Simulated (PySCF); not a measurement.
# ZnBi at PBE0

Level: PBE0. PySCF, scalar-relativistic core potentials, basis sets Zn def2-SVP, Bi def2-SVP with ECP60.

* state: ⁴Σ⁻ (quartet), unpaired electrons σ ↑, π ↑↑
* bond length: 2.895 Å
* harmonic wavenumber: 104 cm⁻¹
* force constant: 0.313 mdyn/Å
* rotational constant Be: 0.04108 cm⁻¹
* anharmonicity ωexe: 0.980 cm⁻¹
* vibration–rotation constant αe: 0.000363 cm⁻¹
* well depth De to Zn + Bi: 0.32 eV
* dissociation energy D0: 0.31 eV
* bond order (Mayer): 0.62
* dipole moment (positive dipole means Zn(−)Bi(+)): -0.70 D

The bond is weak. Basis-set superposition, not corrected here, can be much of De in a small basis, most of all at correlated wavefunction levels. Functionals without a dispersion term scatter widely for such bonds, and LDA overbinds them. Spin–orbit coupling is left out, which matters for elements this heavy, above all for dissociation energies. The state is the lowest determinant that a PBE0 search found; another state may lie lower at other levels.
